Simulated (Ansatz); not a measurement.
Potential energy curve for BH, singlet.

Computed with full CI/cc-pVTZ, frozen core run with Ansatz (a program for electronic structure).

**Question.** Relative to R = 1.24 Å, what are the energies at R = 1.06, 1.44, 1.87, 3.79 Å?

**Answer.** 38.4 kJ/mol at 1.06 Å, 26.9 kJ/mol at 1.44 Å, 141.9 kJ/mol at 1.87 Å, 345.1 kJ/mol at 3.79 Å.
